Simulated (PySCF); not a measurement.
Isomers of C5H8Si. Method: PBE0-D3(BJ)/def2-SVP geometry optimisation, gas phase in PySCF. Energies are electronic, without zero-point or thermal terms, for one conformer each. No frequencies were run at this level. Point groups hold within 0.08 Å.

Question: Rank from lowest to highest electronic energy at this level (kJ/mol).
A. `[SiH3:1][CH2:2][CH:3]=[C:4]1[CH:5]=[CH:6]1` with Si1–C2–C3–C4 103°
B. `[CH:1]#[C:2][SiH:3]1[CH2:4][CH2:5][CH2:6]1` with C2–Si3–C4–C5 -136°, Si3–C4–C5–C6 23°, C4–C5–C6–Si3 -23°, C2–Si3–C6–C5 136°

Answer: B (0.0), A (129.8).

As drawn, the lower has a four-membered ring and a C≡C bond, which the higher lacks; the higher has a three-membered ring and a C=C bond outside aromatic rings, which the lower lacks.

```
         SMILES      E (Eh)  E rel (kJ/mol)  dipole (D)  point group     A, B, C (MHz)
  C#C[SiH]1CCC1  -484.17739             0.0        0.52           Cs  7150, 1722, 1587
[SiH3]CC=C1C=C1  -484.12797           129.8        2.55           C1  8336, 1263, 1227
```
